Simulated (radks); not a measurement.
Species: Eu21+. Configuration: [Ar] 3d10 4s2 4p5.5 4d6 5p0.5 (fractional occupations, a model configuration). Method: scalar-relativistic Kohn-Sham, revPBE, spin-polarised, spherical densities, finite nucleus; open shells are filled with parallel spins first (spin-orbit coupling, left out, can overturn this in heavy ions); Fermi nuclear charge, rms radius 5.1115 fm; computed with a radial shooting solver on a logarithmic mesh with Libxc functionals. Some entries of the table are withheld. Estimate them.

orbital,occ.,eigenvalue (hartree),<r> (bohr)
1s up,1,-1799.418,0.02232
1s down,1,-1799.402,0.02232
2s up,1,-313.9889,0.09511
2s down,1,-313.8741,0.09510
2p up,3,-282.1664,0.08389
2p down,3,-282.0693,0.08387
3s up,1,-85.94161,0.2486
3s down,1,-85.88043,0.2485
3p up,3,-76.03863,0.2468
3p down,3,-75.96861,0.2467
3d up,5,-62.89002,0.2244
3d down,5,-62.78778,0.2244
4s up,1,-32.70587,0.5347
4s down,1,-32.36604,0.5349
4p up,3,-29.22019,0.5545
4p down,2.5,-28.88355,0.5551
4d up,5,-24.39769,0.5710
4d down,1,-24.06672,0.5721
5p up,0.5,-15.21363,(1)
5p down,0,-15.06309,(2)

Answer. 
(1) 5p up <r> (bohr): 1.036
(2) 5p down <r> (bohr): 1.040
